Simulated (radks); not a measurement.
Effect of the nuclear size on the gold ion Au10+, [Xe] 4f14 5d1. All-electron calculation, Dirac Kohn-Sham, BLYP, spin-unpolarised, spherical densities, finite nucleus; open shells are shared between the two j in proportion to 2j + 1; Fermi nuclear charge, rms radius 5.4371 fm. Program: a radial shooting solver on a logarithmic mesh with Libxc functionals. The rms radius is varied about that value; shifts are against it.

rms radius (fm)  total energy shift (eV)  density at nucleus (e/bohr^3)  1s1/2 shift (meV)  2s1/2 shift (meV)  5s1/2 shift (meV)  5p1/2 shift (meV)  5d5/2 shift (meV)  6s1/2 (empty) shift (meV)
4.453                              -32.4                      2.323e+06             -13000              -1920              -23.3              0.147               1.09                      -6.82
5.2087                             -7.87                      2.182e+06              -3150               -466              -5.65              0.035              0.266                      -1.66
5.4371                                 0                      2.144e+06              0.000              0.000              0.000              0.000              0.000                      0.000
5.8503                              14.7                      2.082e+06               5910                873               10.6             -0.065             -0.498                       3.10
6.617                               43.8                      1.982e+06              17600               2590               31.4             -0.189              -1.48                       9.21

Slopes of the eigenvalues against <r^2> in GHz/fm^2, as finite differences over the two radii next to the reference (eigenvalue slopes, not the field-shift constants of lines): 1s1/2 309000, 2s1/2 45600, 5s1/2 553, 5p1/2 -3.40, 5d5/2 -26.0, 6s1/2 (empty) 162.
